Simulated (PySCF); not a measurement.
Sb(Cl)2(OMe) (CH₃Cl₂OSb), SMILES C[O][Sb]([Cl])[Cl]. Coordinates come from a PBE0-D3(BJ)/def2-SVP optimisation. The structure was generated by enumeration; whether it is a known compound was not checked. The def2 effective core potentials stand for the cores of Sb; spin–orbit coupling is left out. One conformer was computed; it need not be the lowest.

Give the equilibrium geometry at PBE0-D3(BJ)/def2-SVP (PySCF confirms it by a frequency run) as a Z-matrix, and its point group. (The exact figures need the calculation; the answer reports its results.)

Several could match; the one computed here: point group Cs.
```
C
H 1 1.1006
H 1 1.1037 2 108.69
H 1 1.1037 2 108.69 3 117.78
O 1 1.4086 2 107.66 3 -121.11
Sb 5 1.9581 1 123.85 2 180.00
Cl 6 2.3786 5 97.62 1 48.72
Cl 6 2.3786 5 97.62 1 -48.72
```
Charge 0, spin multiplicity 1.
